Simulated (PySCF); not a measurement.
SMILES C[Se]C1=C=CCCCCC1, C₉H₁₄Se

Geometry:
```tsv
atom	x (Å)	y (Å)	z (Å)
C1	2.660	-0.494	1.268
Se2	2.044	1.151	0.457
C3	0.866	0.385	-0.827
C4	0.714	-0.907	-1.001
C5	0.122	-2.080	-1.002
C6	-1.129	-2.277	-0.179
C7	-1.715	-0.978	0.373
C8	-2.182	0.043	-0.690
C9	-1.429	1.378	-0.773
C10	-0.078	1.350	-1.501
H11	3.423	-0.224	2.010
H12	1.827	-1.014	1.759
H13	3.100	-1.143	0.498
H14	0.471	-2.910	-1.628
H15	-0.935	-2.983	0.649
H16	-1.877	-2.781	-0.819
H17	-2.568	-1.248	1.016
H18	-0.978	-0.505	1.044
H19	-2.180	-0.433	-1.687
H20	-3.238	0.287	-0.490
H21	-2.071	2.112	-1.290
H22	-1.276	1.772	0.247
H23	-0.225	1.037	-2.547
H24	0.351	2.366	-1.530
```

Computed, not measured: TDDFT CAM-B3LYP/def2-SVP circular dichroism and optical rotation, one conformer, gas phase in PySCF. Geometry: PBE0-D3(BJ)/def2-SVP.

The calculation is non-relativistic, which matters for the atoms heavier than Zn. States above about 6.9 eV (minus the energy of the highest occupied orbital) lie near or above the ionisation threshold and depend on the basis. No stereocentre is labelled: unless the shape is locked (an allene, a helicene, a hindered biaryl), the mirror image is equally populated and a measured rotation or CD is zero.

Q: Draw the ECD and absorption spectra from the lowest 12 states, each a Gaussian of half-width 0.35 eV at 1/e height.

A: 
| E (eV) | λ (nm) | Δε (L mol⁻¹ cm⁻¹) | ε (L mol⁻¹ cm⁻¹) |
| --- | --- | --- | --- |
| 3.86 | 321 | +0.06 | 8.66 |
| 4.01 | 309 | +0.16 | 24.5 |
| 4.16 | 298 | +0.32 | 48.1 |
| 4.31 | 287 | +0.44 | 65.5 |
| 4.46 | 278 | +0.47 | 64.1 |
| 4.61 | 269 | +0.70 | 59.2 |
| 4.76 | 260 | +2.25 | 114 |
| 4.91 | 252 | +7.19 | 342 |
| 5.06 | 245 | +16.31 | 848 |
| 5.21 | 238 | +24.66 | 1620 |
| 5.36 | 231 | +23.63 | 2620 |
| 5.51 | 225 | +12.73 | 4050 |
| 5.66 | 219 | +2.53 | 5820 |
| 5.81 | 213 | +0.11 | 6860 |
| 5.96 | 208 | +1.29 | 6110 |
| 6.11 | 203 | -0.17 | 4350 |
| 6.26 | 198 | -4.79 | 3830 |
| 6.41 | 193 | -6.73 | 6430 |
| 6.56 | 189 | +3.42 | 12400 |
| 6.71 | 185 | +27.57 | 19400 |
| 6.86 | 181 | +49.99 | 22900 |
| 7.01 | 177 | +51.40 | 20300 |
| 7.16 | 173 | +32.87 | 14200 |
| 7.31 | 170 | +11.97 | 9520 |
| 7.46 | 166 | -0.07 | 8200 |
| 7.61 | 163 | -4.92 | 8360 |
| 7.76 | 160 | -7.10 | 7590 |

Δε uses R in velocity form, ε uses f in length form. Only the states computed contribute, so the short-wavelength end is incomplete.
